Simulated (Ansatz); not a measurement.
Ansatz (a first-principles code) input file for NaF, SMILES [Na][F], PBE/def2-TZVPD. Geometry optimised at B3LYP-D3(BJ)/def2-TZVPD.

Ansatz 0.2 input:
```yaml
crystal:
  periodic: [false, false, false]
  atoms:
    - {symbol: Na, position_ang: [0.00000000, 0.00000000, -0.87102028]}
    - {symbol: F, position_ang: [0.00000000, 0.00000000, 1.06458034]}
basis:
  gaussian:
    orbitals: def2-TZVPD
hamiltonian:
  xc: {name: PBE}
```

Output:

```
Functional definition: PBE
integrals: 0.02 GiB planned
515 factors; their error is unknown
mean field: 0.13 GiB planned
mean field evaluation 1: about -7124.8890 eV, gradient 5.5e1 eV
mean field evaluation 2: about -6839.4001 eV, gradient 1.9e2 eV
mean field evaluation 4: about -7129.6830 eV, gradient 8.1e0 eV
mean field evaluation 8: about -7129.7457 eV, gradient 7.2e-2 eV
mean field evaluation 16: about -7129.7457 eV, gradient 2.3e-5 eV
mean field -7129.74572357 eV, -262.0133226260 hartree, gradient 2.3e-5 eV, S^2 0.000000; 0 other end points of the search recorded, 0 dependent functions left out
reference -7129.74575859 eV, -262.0133239128 hartree; 10, 10 occupied and 65, 65 virtual orbitals, 515 factors
Total energy: -7129.74575859 eV, -262.0133239128 hartree
```

The calculation finished and met its thresholds.

Cost: roughly 1.2 core-seconds.
